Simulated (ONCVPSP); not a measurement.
**F (Z = 9) ONCV: all-electron and pseudo phase curves**

ONCVPSP 4.0.1 input, shortened (lines: element, Z, core and valence counts, functional; n l f; lmax; l rc ep ncon nbas qcut; lloc lpopt rc5 dvloc0; l nproj debl; icmod fcfact rcfact), PBE, non-relativistic:

```
  F 9.00    1    2        4      upf
    1    0    2.00
    2    0    2.00
    2    1    3.00
    2
    0    0.80    0.00    5    8   10.10
    1    0.80    0.00    3    6    8.30
    2    0.70    0.23    4    7   14.30
    4    5    0.65    0.00
    0    1    2.50
    1    2    2.50
    2    2    3.50
    2    0.35    1.10
```

The phase is arctan(r·R′/R) of the radial function R(r), unwrapped; energies in Ha, scanned from -4 to 5 Ha. A pole is an energy at which the radial function vanishes at the test radius. The pseudo phase is shifted by a multiple of π to meet the all-electron one at the reference energy, and phase errors are pseudo minus all-electron; the curves can meet again beyond the range given. Levels narrower than the energy grid can be missing from the lists of poles.

```tsv
channel	radius (bohr)	reference energy (Ha)	poles, all-electron	poles, pseudo	unbroken range about the reference energy with phases within 0.05 rad	phase error 1 Ha above the reference energy (rad)
s	0.81	-2.50	4.93	4.41	the whole range	-0.001
p	0.81	-1.80	2.89	2.88	the whole range	-0.000
d	0.71	0.23	none	none	the whole range	+0.000
```

Phases in the p channel:

| E (Ha) | all-electron | pseudo |
| --- | --- | --- |
| -3.98 | 0.005 | 0.005 |
| -3.50 | -0.234 | -0.234 |
| -3.02 | -0.471 | -0.471 |
| -2.54 | -0.684 | -0.684 |
| -2.06 | -0.862 | -0.862 |
| -1.58 | -1.005 | -1.005 |
| -1.10 | -1.119 | -1.119 |
| -0.62 | -1.212 | -1.212 |
| -0.14 | -1.287 | -1.287 |
| 0.34 | -1.349 | -1.349 |
| 0.82 | -1.403 | -1.403 |
| 1.30 | -1.449 | -1.449 |
| 1.78 | -1.490 | -1.490 |
| 2.26 | -1.527 | -1.527 |
| 2.74 | -1.561 | -1.561 |
| 3.22 | -1.593 | -1.593 |
| 3.70 | -1.623 | -1.624 |
| 4.18 | -1.653 | -1.654 |
| 4.66 | -1.683 | -1.684 |
